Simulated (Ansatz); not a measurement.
The cluster GeF3⁻. The state is a triplet with charge -1. Geometry r2SCAN-D4/def2-TZVPD; atoms count from 1.

Cartesian coordinates in Å:
```
Ge -0.100 -0.225 0.207
F 0.457 1.028 -0.946
F -1.276 -1.114 -0.934
F 0.919 0.312 1.672
```

The highest occupied level of the charge -1 triplet lies above zero (up to 0.81 eV). The electron is either unbound and held by the finite basis, or the level is raised by self-interaction error. At PBE0-D4/def2-TZVPD a singlet of charge -1 lies 3.33 eV below the triplet, each at its own geometry. The structure comes from a short search, and lower isomers may exist.

**Question.** Estimate the Mulliken populations from the PBE0/def2-TZVPD orbitals of Ansatz.

**Answer.** 
```
atom  charge (e)  spin (α − β)
 Ge1        0.43          1.77
  F2       -0.45          0.06
  F3       -0.49          0.09
  F4       -0.49          0.09
```
Mulliken values depend strongly on the basis. With diffuse functions, as here, like atoms can get unlike values, and bond orders can come out too low or too high.

**Question.** Where does the spin sit?

**Answer.** Summed by element: Ge 1.77, F 0.23, of 2 unpaired in all. Largest on single atoms: Ge1 1.77, F4 0.09, F3 0.09.

**Question.** And the Mayer bond orders between heavy atoms (over 0.3)?

**Answer.** Ge1–F2 0.80 (1.79 Å); Ge1–F3 0.54 (1.86 Å); Ge1–F4 0.54 (1.86 Å).
